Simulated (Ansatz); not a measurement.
Born–Oppenheimer molecular dynamics of Ge$_{2}$H$_{8}$ (10 atoms, charge 0, multiplicity 1). It starts at the highest image of a converged band. Of that band: A structure lower than the last end lies on the path between it and the top, so the climb from that side starts below the end, which may itself be a saddle point or a shallow side well. Neighbouring images differ by up to 3.2 eV, so the band resolves the path poorly. A vibrational analysis at the climbing image gives one clearly imaginary mode, 1809i cm⁻¹: a first-order saddle point.

Method: RKS PBE0-D4/def2-SVP (Ansatz 0.2.0).

- ensemble: NVE (velocity Verlet)
- time step: 0.5 fs
- steps asked: 200
- starting velocities drawn for: 100 K
- seed: 5565

First frame:

```xyz
10
Properties=species:S:1:pos:R:3
Ge -0.088 0.133 -0.182
Ge -0.362 0.023 2.684
H -1.343 0.543 3.768
H 0.453 -1.232 3.008
H 0.597 1.241 2.426
H 1.451 -0.022 -0.162
H -0.389 1.621 -0.486
H -0.640 -0.715 -1.360
H -1.214 -0.579 1.301
H -1.769 -1.014 2.139
```

(1) What does the run give?

(2) What happens to the structure?

(3) How do temperature and energy run in time?

Answers

(1) The run went to its last step.

```
steps done                                               : 200
time covered                                             : 100 fs
mean temperature over the second half                    : 2452 K
spread of the potential energy over the second half      : 27.9 meV per atom
mean potential energy of the second half above the start : -243.3 meV per atom
```

The conserved energy stayed within 0.78 meV per atom of its start (net change -0.54 meV per atom), so the integration is sound. The kinetic energy rose, since the run started high on the potential surface and went downhill. It ends in pieces (GeH4 + GeH4), so much of that is their flight and rotation, not heat. A run of 0.1 ps of so small a system gives no equilibrium averages. The orbitals stay closed-shell, which can raise the energy where a bond breaks towards radicals; this wasn't checked here.

(2) Between its relaxed ends the band would form Ge1–H9, Ge2–H10 and break Ge1–Ge2, H9–H10. These pairs go: Ge1–H9 1.99 → 1.50 Å, Ge2–H10 1.83 → 1.45 Å, Ge1–Ge2 2.88 → 4.59 Å, H9–H10 1.10 → 6.53 Å. In the last frame they stand as after the step (other bonds may differ from the relaxed reactants and products). Also parted: Ge2–H9 1.73 → 5.94 Å. It ends as GeH4 + GeH4. Pairs count as bonded within 1.25 times the sum of covalent radii (0.12 Å more for H–H). Another seed would give other details.

(3) 
```tsv
time (fs)	T (K)	potential energy less start (eV)	conserved less start (meV/atom)
0	100	0.000	0.00
3	58	0.044	0.04
6	86	0.015	0.05
9	288	-0.193	0.12
12	990	-0.923	-0.22
15	860	-0.784	0.23
18	1659	-1.618	-0.60
21	1771	-1.729	-0.15
24	1593	-1.543	0.03
27	1951	-1.915	-0.11
30	2089	-2.060	-0.32
33	1997	-1.963	-0.17
36	2255	-2.230	-0.23
39	2005	-1.970	-0.01
42	2069	-2.035	0.07
45	2595	-2.585	-0.47
48	2211	-2.181	0.22
51	2554	-2.540	-0.25
54	2326	-2.303	-0.10
57	2061	-2.027	0.10
60	2577	-2.563	-0.18
63	2660	-2.649	-0.22
66	2599	-2.586	-0.23
69	2574	-2.560	-0.22
72	2017	-1.981	0.09
75	2162	-2.132	0.06
78	2763	-2.758	-0.51
81	2267	-2.238	0.33
84	2827	-2.825	-0.47
87	2318	-2.294	-0.01
90	2007	-1.971	0.15
93	2693	-2.684	-0.21
96	2655	-2.644	-0.25
99	2693	-2.684	-0.28
```

The run took 10 min on 2 threads of Arm Neoverse V1 (shared host), peak memory 0.24 GiB.
